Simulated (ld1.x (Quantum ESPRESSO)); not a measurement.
## Which change was made? (Ta, TM)

```
Element                 : tantalum (Ta)
Generator               : ld1.x (Quantum ESPRESSO) 7.5
Type                    : norm-conserving Troullier–Martins (Kleinman–Bylander form)
Functional              : BLYP
Relativity              : scalar-relativistic
Frozen core             : [Xe] 4f14
Valence charge          : 5
Reference configuration : 5d3 6s1.75 6p0 (charge +0.25)
Partial waves           : 6s (bound): rc 2.70 bohr; 6p (bound, empty): rc 2.90 bohr; 5d (bound): rc 2.10 bohr
Local potential         : the d channel
Core correction         : a·sin(br)/r model core inside 1.60 bohr
```

Cutoffs, loose and tight: the cutoffs (Ry, on a coarse ladder) from which the occupation-weighted sum of valence levels, in a spherical-Bessel basis at the reference potential, stays within 10 and 1 mRy of its value at 400 Ry. They do not see the model core or the augmentation charge, which bear on the density cutoff. Test errors are all-electron minus pseudo excitation energies from the reference, over the configurations 5d3 6s2 6p0; 5d3 6s1 6p0; 5d3 6s0 6p0; 5d3 6s0 6p2; 5d2 6s2 6p0; 5d4 6s1 6p0; 5d3 6s1 6p1; variants that change the core or the reference have their own tests. The largest error is taken over the tests solved by every variant that gives reliable tests at all, those not shown here included: 5d2 6s2 6p0; 5d3 6s0 6p0; 5d3 6s1 6p0; 5d3 6s2 6p0; 5d4 6s1 6p0.

The base gives: outcome: generated; cutoff, loose: 30 Ry; cutoff, tight: 35 Ry; bound ghosts: s, p; largest test error (meV): -61.

Question: After one change the result is: outcome: generated; cutoff, loose: 30 Ry; cutoff, tight: 55 Ry; bound ghosts: p, s; largest test error (meV): -72. Which change was it?
A. all radii but the core radius scaled by about 1.09 (s 2.94, p 3.16, d 2.30 bohr)
B. all radii but the core radius scaled by about 0.74 (s 2.00, p 2.14, d 1.56 bohr)
C. all radii but the core radius scaled by about 1.37 (s 3.72, p 3.98, d 2.88 bohr)

Answer: B. The others give: all radii but the core radius scaled by about 1.37 (s 3.72, p 3.98, d 2.88 bohr) → outcome: generated; cutoff, loose: 21 Ry; cutoff, tight: 25 Ry; bound ghosts: s; largest test error (meV): -62 | all radii but the core radius scaled by about 1.09 (s 2.94, p 3.16, d 2.30 bohr) → outcome: generated; cutoff, loose: 25 Ry; cutoff, tight: 35 Ry; bound ghosts: s, p; largest test error (meV): -58.
